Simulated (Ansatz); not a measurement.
Relaxation of AlH6O3P (11 atoms, charge 0, multiplicity 1), to a largest force component of 0.03 eV/Å in at most 50 steps.

Computed with Ansatz 0.2.0, RKS PBE-D4/cc-pVDZ.

```xyz
11
Properties=species:S:1:pos:R:3:forces:R:3
Al 0.290 0.580 -0.115 -0.18 -0.57 0.23
O -0.572 -0.241 2.597 0.10 0.65 -0.49
H -1.276 -0.321 1.906 0.08 0.00 0.07
O 1.704 -0.185 -0.795 -0.05 -0.01 0.01
H 1.655 -1.109 -1.101 0.02 0.02 0.01
O -1.369 -0.009 -0.238 -0.01 -0.02 -0.04
H -1.612 -0.761 -0.808 0.03 0.05 0.03
P 0.409 2.562 1.036 0.15 0.56 0.05
H 1.843 2.672 0.863 -0.09 0.00 0.01
H 0.110 3.376 -0.128 0.02 -0.06 0.08
H -0.523 0.749 2.692 -0.07 -0.61 0.04
```

Where does it end, and by what steps?

The run converged. The force dipped under the threshold on the way, but the program's further checks kept it going. After 20 steps the energy has fallen by 0.617 eV; H7 moved furthest, 0.83 Å. Joined: Al1–O2 (2.96 → 2.06 Å).

| step | energy less start (eV) | largest force component (eV/Å) | accepted |
| --- | --- | --- | --- |
| 0 | 0.0000 | 0.647 | yes |
| 1 | -0.1340 | 1.385 | yes |
| 2 | -0.3349 | 1.378 | yes |
| 3 | -0.4478 | 0.605 | yes |
| 4 | -0.5406 | 0.312 | yes |
| 5 | -0.5678 | 0.369 | yes |
| 6 | -0.5792 | 0.853 | yes |
| 7 | -0.5988 | 0.196 | yes |
| 8 | -0.5629 | 0.596 | no |
| 9 | -0.6057 | 0.116 | yes |
| 10 | -0.6092 | 0.069 | yes |
| 11 | -0.5904 | 0.499 | no |
| 12 | -0.6130 | 0.174 | yes |
| 13 | -0.6066 | 0.746 | no |
| 14 | -0.6142 | 0.092 | yes |
| 15 | -0.6152 | 0.024 | yes |
| 16 | -0.6156 | 0.061 | yes |
| 17 | -0.6160 | 0.055 | yes |
| 18 | -0.6162 | 0.031 | yes |
| 19 | -0.6165 | 0.013 | yes |
| 20 | -0.6166 | 0.019 | yes |

```xyz
11
Properties=species:S:1:pos:R:3
Al 0.254 0.527 0.301
O -0.300 -0.386 2.060
H -1.203 -0.554 1.666
O 1.696 -0.253 -0.324
H 1.647 -1.204 -0.527
O -1.393 -0.031 -0.125
H -1.771 0.028 -1.018
P 0.532 2.771 0.976
H 1.820 2.877 0.329
H -0.185 3.250 -0.186
H -0.438 0.289 2.758
```

Whether the end is a true minimum wasn't checked by a vibrational analysis.

The run took 49 s on 2 threads of Arm Neoverse V2 (shared host), peak memory 0.16 GiB.
